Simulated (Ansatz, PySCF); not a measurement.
Gas-phase reaction (SMILES): CCCCB(C)C [butyl(dimethyl)borane] + N (NH3) -> CB(C)N [[amino(methyl)boranyl]methane] + CCCC; ammonia cleaves one B-C bond, a model of a ligand-exchange step.

Each molecule is optimised on its own at B3LYP-D3(BJ)/def2-TZVP (Ansatz, a quantum-chemistry and plane-wave program), one conformer each, not searched for the lowest. Correlated levels leave the core frozen unless marked. No spin-orbit coupling. Non-relativistic. CBS(X,Y): correlation extrapolated as X^-3; Hartree-Fock from the larger set. [CCSD(T)-MP2]/basis is that difference in the basis named. Thermal terms are rigid-rotor harmonic-oscillator values from B3LYP-D3(BJ) frequencies (Ansatz or PySCF) at 298.15 K and 1 atm. 1 Eh = 627.5095 kcal/mol.

| species | E, RI-MP2/CBS(cc-pVTZ,cc-pVQZ)+[CCSD(T)-MP2]/cc-pVTZ (Ansatz) (Eh) | E, B3LYP-D3(BJ)/def2-TZVPD (Ansatz + dftd3) (Eh) | H - E (Eh) |
|---|---|---|---|
| CCCCB(C)C | -262.16750 | -262.67921 | 0.21042 |
| N (NH3) | -56.50668 | -56.58902 | 0.03799 |
| CB(C)N | -160.48684 | -160.78487 | 0.11171 |
| CCCC | -158.23877 | -158.53552 | 0.13834 |

### Question
Work out ΔE and ΔH at 298.15 K at the first level, then ΔH at the second.

### Answer

1. ΔE = [(-160.48684) + (-158.23877)] - [(-262.16750) + (-56.50668)] = -0.05143 Eh = -32.3 kcal/mol at RI-MP2/CBS(cc-pVTZ,cc-pVQZ)+[CCSD(T)-MP2]/cc-pVTZ.
2. The terms H - E add up to 0.00164 Eh, so ΔH = (-0.05143 + (0.00164))×627.5095 = -31.2 kcal/mol.
3. At B3LYP-D3(BJ)/def2-TZVPD the same steps give ΔE = -32.7 and ΔH = -31.7 kcal/mol, a shift of -0.5 from the first level.
4. These values are not checked against measurement here, since the tables used lack a sound gas-phase enthalpy of formation for at least one species.
